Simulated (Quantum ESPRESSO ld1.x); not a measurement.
Task: The mean radii <r> (bohr) of the occupied orbitals of an atom or ion are listed with their occupations. Method: Dirac Kohn-Sham, PBE, spin-unpolarised, spherical densities, point nucleus; computed with ld1.x of Quantum ESPRESSO 7.5.

orbital  occ.      <r>
1s1/2       2  0.03111
2s1/2       2   0.1345
2p1/2       2   0.1141
2p3/2       4   0.1192
3s1/2       2   0.3679
3p1/2       2   0.3596
3p3/2       4   0.3704
3d3/2       4   0.3430
3d5/2       6   0.3465
4p1/2       2   0.9320
4p3/2       4   0.9568
4d3/2       4    1.107
4d5/2       3    1.116
5d3/2       2    2.910

Name the element and its charge. Open shells, if any, fill j = l - 1/2 first.

Result: Z = 47, silver, charge +4: Ag4+ in [Ar] 3d10 4p6 4d7 5d2. The 1s radius gives Z: for a bare nucleus <r> = (2 gamma + 1)/(2Z) with gamma = sqrt(1 - (Z/c)^2), 0.03062 bohr for Z = 47, and screening makes it slightly larger (0.03111 here). The occupations add up to 43, and the charge is Z minus that.
